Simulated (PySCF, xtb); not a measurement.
Re(OH)4 (H4O4Re), SMILES [OH][Re]([OH])([OH])[OH] (connectivity only; charge and spin as stated), neutral, multiplicity 4. Other conformers were not sampled.

Harmonic wavenumbers (cm⁻¹) from GFN2-xTB in xtb 6.7.1 at its own minimum, in rising order: 93, 105, 151, 201, 249, 277, 297, 300, 347, 434, 507, 514, 535, 551, 576, 623, 649, 3579, 3585, 3600, 3606.

Problem. What does PBE0-D3(BJ)/def2-SVP (PySCF 2.14.0) give at its own minimum? (Estimate from the structure and the level; the computed values follow.)

Solution. 77, 104, 155, 228, 243, 406, 420, 454, 547, 618, 652, 689, 714, 737, 792, 832, 860, 3794, 3831, 3843, 3870. Paired by order, the mean absolute difference is 149 cm⁻¹ and the zero-point energies are 29.7 and 34.1 kcal/mol.
